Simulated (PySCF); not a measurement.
Compound: C6H6ClN.
InChI=1S/C6H6ClN/c7-5-2-1-3-6(8)4-5/h1-4H,8H2

Torsions of this conformer, `[NH2:1][c:2]1[cH:3][cH:4][cH:5][c:6]([Cl:7])[cH:8]1`: H–N1–C2–C3 21°, H–N1–C2–C3 162°.

The closed-shell ground state was solved at several levels (PySCF, density fitting, gas phase, non-relativistic). Geometry: PBE0-D3(BJ)/def2-SVP; no solvent, vibrations or thermal averaging.

| level | basis functions | HOMO (eV) | LUMO (eV) | gap (eV) | dipole (D) |
| --- | --- | --- | --- | --- | --- |
| PBE0/aug-cc-pVDZ | 242 | -6.18 | -0.47 | 5.71 | 3.06 |
| B97-D/pcSseg-1 | 173 | -5.07 | -1.11 | 3.96 | 3.18 |
| OPBE/pcSseg-1 | 173 | -5.11 | -1.11 | 4.00 | 3.21 |
| PBE0/def2-TZVP | 290 | -6.14 | -0.37 | 5.77 | 3.07 |
| PBE0/6-311+G(2d,p) | 260 | -6.18 | -0.47 | 5.71 | 3.06 |
| PBE0/def2-SVP | 146 | -6.03 | -0.17 | 5.86 | 3.10 |
| PBE0/STO-3G | 50 | -4.04 | 2.62 | 6.66 | 3.60 |
| PBE0/pcSseg-1 | 173 | -6.18 | -0.36 | 5.82 | 3.18 |
| LC-wPBE/pcSseg-1 | 173 | -8.63 | 1.69 | 10.32 | 3.14 |
| PBE0/6-31G | 88 | -5.91 | 0.06 | 5.97 | 3.45 |
| BP86/pcSseg-1 | 173 | -5.23 | -1.31 | 3.92 | 3.21 |
| CAM-B3LYP/def2-SVPD | 215 | -7.41 | 0.59 | 8.00 | 3.06 |
| PBE0/cc-pVDZ | 146 | -5.97 | -0.13 | 5.84 | 3.21 |

(1) What might B3LYP/pcSseg-1 (173 basis functions) give for the same quantities?

(2) Over all these levels, which gives the widest orbital gap and which the narrowest?

(3) How much does the basis alone move the frontier levels among the 8 PBE0 rows?

(4) In the pcSseg-1 basis, how does the gap go with the fixed share of exact exchange?

(5) How far do the dipole and the HOMO energy spread over the levels?

Answers

(1) HOMO -5.95 eV, LUMO -0.52 eV, gap 5.43 eV, dipole 3.15 D.

(2) LC-wPBE/pcSseg-1 (range-separated hybrid) has the widest, 10.32 eV, and BP86/pcSseg-1 (GGA) the narrowest, 3.92 eV. The two share the basis. From the narrowest to the widest the HOMO moves by -3.40 eV and the LUMO by +3.00 eV.

(3) The HOMO by 2.14 eV and the LUMO by 3.09 eV. By rising basis size (HOMO, LUMO in eV): STO-3G -4.04, 2.62; 6-31G -5.91, 0.06; def2-SVP -6.03, -0.17; cc-pVDZ -5.97, -0.13; pcSseg-1 -6.18, -0.36; aug-cc-pVDZ -6.18, -0.47; 6-311+G(2d,p) -6.18, -0.47; def2-TZVP -6.14, -0.37.

(4) BP86 (0 %) 3.92 eV; B97-D (0 %) 3.96 eV; OPBE (0 %) 4.00 eV; B3LYP (20 %) 5.43 eV; PBE0 (25 %) 5.82 eV. Each rise in the share widens the gap here.

(5) The dipole runs from 3.06 to 3.60 D (mean 3.19 D) and the HOMO from -8.63 to -4.04 eV.
